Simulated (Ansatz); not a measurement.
Input for Ansatz (a first-principles code): U-B2PLYP/def2-TZVPP on CH2O (SMILES [CH]O), 2S+1 = 3, a spin state set in the input, which need not be the lowest.

Ansatz 0.2 input:
```yaml
crystal:
  periodic: [false, false, false]
  atoms:
    - {symbol: C, position_ang: [0.67006745, 0.07531754, -0.29738871]}
    - {symbol: O, position_ang: [-0.54613970, 0.06641966, 0.24281608]}
    - {symbol: H, position_ang: [1.51497668, -0.49276145, 0.09656747]}
    - {symbol: H, position_ang: [-1.16626383, -0.49050110, -0.25476389]}
basis:
  gaussian:
    orbitals: def2-TZVPP
hamiltonian:
  xc: {name: B2PLYP}
magnetization: {spin_polarized: true, initial_magnetization: 2}
correlation: {electrons: outside_noble_gas}
```

Output:

```
WARN ansatz: RAYON_NUM_THREADS=1 ignored (pool sized by the plan → 1); use --threads N
Functional definition: B2PLYP
integrals: 0.04 GiB planned
555 factors; integrals over basis functions are off by at most 7.9e-4 eV
mean field: 0.25 GiB planned
mean field evaluation 1: about -3106.5361 eV, gradient 2.1e1 eV
mean field evaluation 2: about -3106.5368 eV, gradient 2.1e1 eV
mean field evaluation 4: about -3108.2594 eV, gradient 3.5e0 eV
mean field evaluation 8: about -3108.3307 eV, gradient 1.5e-1 eV
mean field evaluation 16: about -3108.3311 eV, gradient 6.2e-5 eV
mean field -3108.33112629 eV, -114.2290619886 hartree, gradient 4.5e-6 eV, S^2 2.007382; 0 other end points of the search recorded, 0 dependent functions left out
2 core orbitals not correlated
reference -3108.33124513 eV, -114.2290663559 hartree; 7, 5 occupied and 81, 83 virtual orbitals, 555 factors
second order -11.66193303 eV of doubles, -0.00000000 eV of singles
Total energy: -3111.47996705 eV, -114.3447797521 hartree
```

Self-consistency was reached.

Cost: around 0.9 core-seconds (rough).
